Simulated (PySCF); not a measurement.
**Mayer bond orders and bond lengths**

Compound: 5-chloro-2-hydroxypyridine, C5H4ClNO.
Atom-mapped SMILES: `[OH:1][c:2]1[cH:3][cH:4][c:5]([Cl:6])[cH:7][n:8]1` (hydrogens: H9 on O1; H10 on C3; H11 on C4; H12 on C7)

Bond orders from the PBE0/pcSseg-2 density (PySCF). One conformer (not necessarily the lowest) at the PBE0-D3(BJ)/def2-TZVP geometry, without solvent, vibrations or thermal averaging.

Where do the orders between heavy atoms depart from those drawn in the SMILES?

The largest departure is 0.173, at C2–C3 (drawn aromatic, 1.327), counting aromatic bonds as 1.5. The bonds drawn aromatic range from 1.33 to 1.51.

Set the Mayer orders of the bonds between heavy atoms beside their lengths.

```
  bond  drawn as  length (Å)  Mayer order
 O1–C2    single       1.341        1.098
 C2–C3  aromatic       1.395        1.327
 C3–C4  aromatic       1.377        1.434
 C4–C5  aromatic       1.390        1.338
C5–Cl6    single       1.724        1.001
 C5–C7  aromatic       1.382        1.375
 C7–N8  aromatic       1.329        1.507
 N8–C2  aromatic       1.319        1.470
```

By pair of heavy elements: C–C: lowest C2–C3 (1.327, 1.395 Å), highest C3–C4 (1.434, 1.377 Å). C–N: lowest N8–C2 (1.470, 1.319 Å), highest C7–N8 (1.507, 1.329 Å); in 1 of the 1 pairs the longer bond (by over 0.003 Å) has the higher order (by 0.02 or more).

And the bonds to hydrogen?

H–O: 0.97 (1 bond); C–H: 1.02 (3 bonds).

Sum the orders of all bonds at each heavy atom with more than one neighbour and set the sums beside the valence in the SMILES.

O1 2.071 (drawn 2), C2 3.895 (drawn 4), C3 3.778 (drawn 4), C4 3.790 (drawn 4), C5 3.714 (drawn 4), C7 3.907 (drawn 4), N8 2.977 (drawn 3). Orders between atoms that aren't bonded are not in these sums.

For a closed shell the Mayer order of atoms A and B is Σ (PS)μν (PS)νμ over the basis functions μ on A and ν on B, with P the density and S the overlap matrix.

The values belong to the conformer `[OH:1][c:2]1[cH:3][cH:4][c:5]([Cl:6])[cH:7][n:8]1`: H–O1–C2–C3 180°.
